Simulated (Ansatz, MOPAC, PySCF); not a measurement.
Reaction (SMILES): N[Si](N)(N)[O] → [NH][Si](N)(N)O

Wanted: isomerisation energy (enthalpy at 298 K), in kcal/mol. Set-up: non-relativistic; spin-orbit terms left out; dispersion terms only where a functional's name holds one; frozen cores in correlated levels; open shells spin-unrestricted; six Cartesian d functions in 6-31G* and its kin unless marked 5d; 6-311+G** with 5d, 6d on Na to Ar in Ansatz (a program for electronic structure). CBS(X,Y): correlation extrapolated as X^-3; Hartree-Fock from the larger set. First-principles rows: single points at B3LYP-D3(BJ) geometries (Ansatz), with unscaled harmonic terms from B3LYP/6-31G* (Ansatz) at its own minima. Semi-empirical rows: MOPAC heats of formation at their own minima for 298 K.

Coupled cluster (Ansatz) is a level with limits of its own, used here on species with T1 under 0.025 (0.045 for open shells) and stable references: CCSD(T)/CBS(cc-pV(T+d)Z,cc-pV(Q+d)Z).

Value to compare with, CCSD(T)/CBS(cc-pV(T+d)Z,cc-pV(Q+d)Z) (Ansatz): -8.2 kcal/mol.

```
level                           program  isomerisation energy (enthalpy at 298 K) (kcal/mol)  difference
-----------------------  --------------  ---------------------------------------------------  ----------
AM1                               MOPAC                                                 -7.8         0.4
PM3                               MOPAC                                                -19.3       -11.1
HF/3-21G                         Ansatz                                                  1.9        10.1
BLYP/6-31G*                      Ansatz                                                  2.6        10.8
B3LYP/6-31G                      Ansatz                                                  3.8        12.0
B3LYP/6-31G*                     Ansatz                                                 -0.5         7.7
B3LYP/cc-pVDZ                    Ansatz                                                 -3.5         4.7
PBE0/6-311+G**                   Ansatz                                                 -3.9         4.3
M06-2X/6-311+G**                  PySCF                                                 -6.9         1.3
r2SCAN-D4/def2-TZVPD     Ansatz + dftd4                                                 -3.3         4.9
B3LYP-D3(BJ)/def2-TZVPD  Ansatz + dftd3                                                 -3.5         4.7
```

Among the 9 habitual levels, B3LYP/6-31G lies farthest from CCSD(T)/CBS(cc-pV(T+d)Z,cc-pV(Q+d)Z) (Ansatz) (12.0 kcal/mol) and AM1 nearest (0.4); 8 of 9 lie above it, and their mean absolute difference is 6.9 kcal/mol, the median 7.7. One case shows no general order.

The levels are drawn from those run, B3LYP/6-31G* more often than the rest, none by its result; left out are runs that failed, that the program found above a lower state of the same kind, or whose <S^2> lies over 0.5 above the pure value.
